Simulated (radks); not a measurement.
Results of a calculation; reference values are marked as such.
O4+, configuration 1s1 2s2 3d1 (not the ground configuration). Code: a radial shooting solver on a logarithmic mesh with Libxc functionals. Model: non-relativistic Kohn-Sham, BLYP, spin-polarised, spherical densities, point nucleus; open shells are filled with parallel spins first.

Local quantities along the radius. ELF = 1/(1 + alpha^2) is the electron localisation function; alpha = (tau - tau_W)/tau_unif compares the Pauli kinetic energy density with that of the uniform gas (summed over spins).

```
   r/bohr * ELF (the largest magnitude, 1, reaches the edge; | marks zero)
 0.007851 |                                                      *
 0.009744 |                                                      *
  0.01219 |                                                      *
  0.01513 |                                                      *
  0.01893 |                                                      *
  0.02349 |                                                      *
  0.02939 |                                                      *
  0.03648 |                                                      *
  0.04563 |                                                      *
  0.05664 |                                                      *
  0.07085 |                                                      *
  0.08794 |                                                      *
     0.11 |                                                      *
   0.1365 |                                                      *
   0.1708 |                                                      *
    0.212 |                                                    *
   0.2652 |                                 *
   0.3292 |    *
   0.4118 |  *
   0.5111 |                     *
   0.6395 |                                                *
      0.8 |                                               *
   0.9929 |                                 *
    1.242 |           *
    1.542 |    *
    1.929 |   *
    2.394 |  *
    2.995 | *
    3.717 *
     4.65 *
    5.771 *
```

On this mesh the ELF has minima near r = 0.37 bohr, which separate the shells, and maxima near 0.72 (0.91).
